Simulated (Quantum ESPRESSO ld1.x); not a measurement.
All-electron atom: the bromine ion Br25+ in [Ne] (the NIST ground configuration). Calculated with ld1.x of Quantum ESPRESSO 7.5: Dirac Kohn-Sham, PBE, spin-unpolarised, spherical densities, point nucleus.

Normalised radial functions P(r) = r R(r) (large component), r in bohr:

```
   r/bohr * 3p1/2 (the largest magnitude, 1.68, reaches the edge; | marks zero)
  0.00249                             *
 0.002763                             *
 0.003091                             *
 0.003457                             *
 0.003836                             *
 0.004291                             *
 0.004799                             *
 0.005368                             *
 0.005956                             *
 0.006662                             |*
 0.007451                             |*
 0.008268                             |*
 0.009248                             |*
  0.01034                             |*
  0.01157                             |*
  0.01284                             | *
  0.01436                             | *
  0.01606                             | *
  0.01782                             |  *
  0.01993                             |  *
   0.0223                             |   *
  0.02494                             |    *
  0.02767                             |    *
  0.03095                             |     *
  0.03462                             |      *
  0.03841                             |       *
  0.04297                             |         *
  0.04806                             |          *
  0.05375                             |           *
  0.05964                             |            *
  0.06671                             |             *
  0.07462                             |              *
   0.0828                             |               *
  0.09261                             |               *
   0.1036                             |               *
   0.1159                             |              *
   0.1286                             |             *
   0.1438                             |          *
   0.1608                             |       *
   0.1785                             |   *
   0.1996                            *|
   0.2233                      *      |
   0.2497                 *           |
   0.2771            *                |
   0.3099       *                     |
   0.3467    *                        |
   0.3847  *                          |
   0.4303  *                          |
   0.4813    *                        |
   0.5383       *                     |
   0.5973           *                 |
   0.6681               *             |
   0.7473                   *         |
   0.8292                       *     |
   0.9274                         *   |
    1.037                           * |
     1.16                            *|
    1.287                             *
     1.44                             *
```

3p1/2 (empty): eigenvalue -1091.9 eV, 1 radial node at r = 0.195 bohr, <r> = 0.434 bohr, 90 % of the charge inside 0.642 bohr.
